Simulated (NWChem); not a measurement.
**Lowest excitation of ClCu**

```xyz
2

Cu     0.0000     0.0000    -0.7698
Cl     0.0000     0.0000     1.3133
```
Charge 0, spin multiplicity 1.

Everything below was run with NWChem. Structure: optimised with PBE0/def2-SVP, a minimum by its harmonic frequencies.

Basis set: def2-SVPD.

```
method          lowest vertical singlet excitation energy (eV)  relative cost  difference from EOM-CCSD
--------------  ----------------------------------------------  -------------  ------------------------
TD-LDA (SVWN5)                                            2.19              1                     -0.46
TD-PBE                                                    2.10        under 3                     -0.55
CIS                                                       4.33        under 3                     +1.69
EOM-CCSD                                                  2.64              5                      0.00
```

The values span 2.24 eV, from TD-PBE (lowest) to CIS (highest). Costs are rough ratios of processor time within this set of runs, SCF included, with TD-LDA (SVWN5) as 1.

The correlated methods keep 14 core orbitals frozen. The structure started from a generated list of species. Coupled-cluster values serve here as a point of comparison, not as the truth.
